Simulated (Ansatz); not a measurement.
PPSbSb tetrahedron (Sb₂P₂). The state is a singlet with charge 0. Geometry r2SCAN-D4/def2-SVP; atoms count from 1.

Cartesian coordinates in Å:
```
P 0.485 -1.274 -0.465
P 0.727 0.164 1.233
Sb 0.428 1.202 -1.079
Sb -1.639 -0.091 0.311
```

In the def2 sets Sb takes a core potential; there is no spin–orbit coupling.

(1) Estimate the Mulliken populations from the PBE0/def2-TZVP orbitals of Ansatz.

(2) And the Mayer bond orders between heavy atoms (over 0.3)?

Results:

(1) 
```json
{"atom": "P1", "charge (e)": "-0.17"}
{"atom": "P2", "charge (e)": "-0.17"}
{"atom": "Sb3", "charge (e)": "0.17"}
{"atom": "Sb4", "charge (e)": "0.17"}
```
Mulliken values depend strongly on the basis.

(2) P1–P2 1.09 (2.24 Å); P1–Sb3 1.01 (2.55 Å); P1–Sb4 1.01 (2.55 Å); P2–Sb3 1.01 (2.55 Å); P2–Sb4 1.01 (2.55 Å); Sb3–Sb4 1.02 (2.81 Å).
